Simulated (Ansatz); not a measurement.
Potential energy curve for CLi (anion, charge -1), lowest singlet found (which spin is the ground state isn't settled by this scan).

- RKS-B3LYP = restricted B3LYP/aug-cc-pVDZ run with Ansatz (a program for electronic structure)
- RCCSDT = Ansatz with CCSDT on RHF/aug-cc-pVDZ, frozen core
- RMP2 = MP2 on RHF/aug-cc-pVDZ, frozen core in Ansatz
- FCI = full CI/aug-cc-pVDZ, frozen core run with Ansatz

Energies relative to the lowest point of each curve between 1.77 and 2.56 Å, where full CI is lowest, in kcal/mol:

```csv
R / Å,RKS-B3LYP,RCCSDT,RMP2
1.61,18.2,28.4,15.0
1.70,11.3,16.1,16.4
1.77,6.5,9.6,9.7
1.85,2.9,5.2,4.5
2.00,0.1,1.3,0.3
2.04,0.0,0.8,0.0
2.14,0.5,0.1,0.5
2.21,1.3,0.0,1.7
2.32,3.2,0.6,4.4
2.41,5.0,1.4,7.2
2.56,8.2,4.6,12.2
2.76,12.6,8.5,18.6
```

Question: What does FCI give at the same points?

Answer: 1.61: 21.8; 1.70: 12.8; 1.77: 8.0; 1.85: 4.2; 2.00: 0.6; 2.04: 0.2; 2.14: 0.0; 2.21: 0.3; 2.32: 1.4; 2.41: 2.7; 2.56: 5.1; 2.76: 8.7 (kcal/mol).

The scan ran from 1.46 to 6.92 Å; beyond the distances shown full CI changes its symmetry label. The restricted form behind RKS-B3LYP, RMP2 keeps the bonding electrons paired and can't separate into open-shell fragments. Where the anion isn't bound against loss of the electron, the finite basis alone holds it. The T1 diagnostic of CCSD on the restricted reference of RCCSDT, RMP2 exceeds 0.045 at 1.61 to 2.76 Å. At the minimum RCCSDT lies far from FCI: another state is possible. Also computed but left out beside FCI, since their determinant holds another spin at the minimum (<S²> over 0.7 above the pure value): UHF, UMP2, UCCSD, UCCSD(T), UCCSDT, UCCSDT(Q), UKS-BLYP, UKS-B3LYP, UKS-PBE, UKS-B3LYP/6-31G*, UKS-B3LYP/3-21G, UHF/LANL2DZ, UKS-B3LYP/6-311+G**.
